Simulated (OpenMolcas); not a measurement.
# How methods differ on CHF3O3S (triflic acid)

CHF3O3S has 9 atoms, charge 0, and is taken as a singlet. As SMILES, `O=S(=O)(O)C(F)(F)F`. Geometry: relaxed at PBE0-D4/def2-TZVP. This is one conformer, not always the lowest.

Quantity: the HOMO–LUMO gap, in eV. The values are calculated.

```csv
level,kind,program,value (eV)
HF/6-31G* (spherical functions),Hartree–Fock,OpenMolcas,18.59
SVWN5/6-31G* (spherical functions),LDA,OpenMolcas,7.76
BLYP/6-31G* (spherical functions),GGA,OpenMolcas,7.59
M06-L/6-31G* (spherical functions),meta-GGA,OpenMolcas,8.80
B3LYP/6-31G* (spherical functions),global hybrid,OpenMolcas,9.86
M06-2X/6-31G* (spherical functions),hybrid meta-GGA,OpenMolcas,12.99
B2PLYP/6-31G* (spherical functions),double hybrid,OpenMolcas,13.46
```

The values span 7.59 to 18.59 eV. Orbital gaps aren't excitation energies, and those of double hybrids come from the SCF part alone; they tend to grow with the share of exact exchange.
